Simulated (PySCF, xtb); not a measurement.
H5PSi, SMILES [SiH3]P (connectivity only; charge and spin as stated), charge -1, multiplicity 2.

Geometry: TPSSh-D3(BJ)/def2-SVPD. The spin state was assumed, not searched.

Calculation: C-PCM-ωB97X/def2-SVPD run with PySCF.

The values are the electrostatic part of the solvation free energy, E(continuum) − E(gas) at the gas-phase geometry, in a cavity of scaled van der Waals radii (PySCF's table); cavitation and dispersion terms are not included.

### Question
Estimate the values in water (ε = 78.36), tetrahydrofuran (ε = 7.43), dimethylsulfoxide (ε = 46.83). (Estimate from the structure and the level; the computed values follow.)

### Answer

```tsv
solvent	ε	ΔG(elec) (kcal/mol)
water	78.36	-50.9
tetrahydrofuran	7.43	-44.5
dimethylsulfoxide	46.83	-50.4
```

For comparison, GFN2-xTB/ALPB(water) (xtb, at the GFN2-xTB geometry, all terms of that model) gives -56.4 kcal/mol.
